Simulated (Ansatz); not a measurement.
Ansatz results at the PBE0-D4/def2-TZVP geometry: size of the dipole moment (B3LYP/def2-TZVPP) 3.88 D; LUMO energy (B3LYP/def2-TZVPP) -0.36 eV; HOMO energy (PBE/def2-TZVPP) -6.88 eV.

Each molecule was computed in one conformer, which needn't be the lowest.

Task: Which molecule gave them?
A. `C[SiH](N)[GeH2][NH2]`
B. `F[Si](F)(Cl)[S][GeH2][Cl]`
C. `CO[SiH](O)[SiH2]O`
D. `O[SiH2]N[Si](O)(Cl)Cl`

Result: D. The others give `C[SiH](N)[GeH2][NH2]`: 0.96, -0.25, -5.72; `CO[SiH](O)[SiH2]O`: 1.11, -0.69, -6.09; `F[Si](F)(Cl)[S][GeH2][Cl]`: 2.17, -1.35, -7.11.

B3LYP here is the variant with VWN-RPA as its local correlation; programs differ in this.
